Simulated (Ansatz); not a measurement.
Total energies of (BeSe)2 ring (Be₂Se₂) from Ansatz at r2SCAN-D4/def2-TZVPD, gas phase (1 Eh = 27.2114 eV = 2625.5 kJ/mol). The reference geometry is relaxed at PBE0-D4/def2-TZVP.

Cartesian coordinates in Å:
```
Be 0.955 0.204 -0.230
Se 0.492 -0.416 1.676
Be -0.955 -0.204 0.230
Se -0.492 0.416 -1.676
```

```json
{"state": "charge 0 singlet", "geometry": "reference", "energy (Eh)": "-4832.69040"}
{"state": "charge -1 doublet", "geometry": "reference", "energy (Eh)": "-4832.75085"}
{"state": "free Be atom (singlet)", "geometry": "–", "energy (Eh)": "-14.64790"}
{"state": "free Se atom (triplet)", "geometry": "–", "energy (Eh)": "-2401.47559"}
```

Q: Work out the vertical electron affinity, to the doublet.

A: E(charge 0 singlet) − E(charge -1 doublet) = -4832.69040 − (-4832.75085) = 0.06045 Eh = 1.64 eV.

Q: What is the binding energy per atom against free atoms?

A: Atoms: 2 × (-14.64790) + 2 × (-2401.47559) = -4832.24698 Eh. Binding: -4832.24698 − (-4832.69040) = 0.44342 Eh = 12.07 eV, or 3.02 eV for each of 4 atoms (no zero-point energy, no counterpoise term).

At r2SCAN-D4/def2-TZVPD the highest occupied level of the charge -1 doublet lies above zero (up to 0.39 eV). By energy differences its removal costs 1.64 eV (vertical, to the charge 0 singlet, at r2SCAN-D4/def2-TZVPD); a positive level beside a positive removal energy at the same level points to self-interaction error.
